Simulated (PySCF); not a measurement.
Electron correlation in Cu²⁺ (copper, charge +2)

[Ar] 3d8 4s1, high-spin 4F determinant (an excited configuration). Calculation: PySCF 2.14, in def2-QZVPPD (11s6p5d4f2g, 100 functions); the non-relativistic Hamiltonian (point nucleus). Frozen: [Ar]; 9 electrons correlated.

MP2 pair energies summed by pair of shells (mhartree):

```tsv
pair	energy	share (%)
3d-3d	-241.52	90.5
3d-4s	-25.34	9.5
```

Total MP2 correlation energy: -266.86 mhartree.

Same-spin part -104.92 and opposite-spin part -161.95 mhartree; SCS-MP2 scales them by 1/3 and 6/5 to -229.31 mhartree.
